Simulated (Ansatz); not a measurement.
`BOB[SiH3]` + `[OH][In]([F])[SH]` → `[F][In]([SH])[O][SiH3]` + `BOB`  (cleavage of the Si–B bond)

Calculated with Ansatz (gas phase, PBE0-D4/def2-TZVP geometries, no zero-point term in ΔE). CCSD(T)/CBS adds triple-zeta CCSD(T) − MP2 to the extrapolated MP2 energy (def2 sets, frozen cores). This one scheme is used for every species. DFT in def2-TZVPP. def2 core potentials past Kr. For In outer-core shells are correlated without core-valence functions, which leaves a few kJ/mol of doubt a bond. Each species was taken in one conformer, which may not be the lowest.

`BOB[SiH3]`:

```xyz
10

B    -2.266   -0.131    0.554
O    -1.008   -0.464    0.133
B     0.055    0.397    0.098
Si    1.868   -0.236   -0.554
H    -2.488    0.986    0.929
H    -3.098   -0.989    0.527
H    -0.122    1.531    0.462
H     2.292    0.604   -1.711
H     1.893   -1.665   -0.967
H     2.873   -0.033    0.529
```

`[OH][In]([F])[SH]`:

Z-matrix (Å, degrees):
```
In
F 1 1.952
S 1 2.344 2 118.1
O 1 1.963 2 112.4 3 180.0
H 3 1.346 1 91.4 2 -0.1
H 4 0.962 1 110.9 2 0.1
```

`[F][In]([SH])[O][SiH3]`:

```xyz
9

F    -0.001   -2.336    0.368
In   -0.894   -0.833   -0.482
S    -2.826   -1.170   -1.758
O    -0.003    0.871   -0.137
Si    1.320    1.365    0.691
H    -2.795   -2.495   -1.527
H     2.561    0.750    0.144
H     1.220    1.007    2.134
H     1.418    2.842    0.566
```

`BOB`:

Cartesian coordinates in Å:
```
B 0.926 0.742 0.239
O -0.288 0.524 -0.347
B -0.973 -0.657 -0.296
H 1.457 -0.142 0.851
H 1.412 1.827 0.111
H -2.028 -0.705 -0.855
H -0.505 -1.589 0.297
```

CCSD(T)/CBS gives -1.29 eV.

Q: Another level gave -1.31 eV. Which?
A. PBE0-D4/def2-TZVPP
B. ωB97X-V/def2-TZVPP
C. B2PLYP/def2-TZVPP
D. PBE-D4/def2-TZVPP

A: C. B2PLYP -1.31, PBE-D4 -0.98, PBE0-D4 -1.11, ωB97X-V -1.25 eV.

Largest T1 diagnostic among the species: 0.016.

From PBE to PBE0 (25 % exact exchange), in def2-TZVPP and without D4, ΔE moves by −0.12 eV. In def2-TZVPP, CCSD(T) changes the Hartree–Fock value by +0.28 eV (the triples alone add +0.03 eV) and MP2 by +0.19 eV.
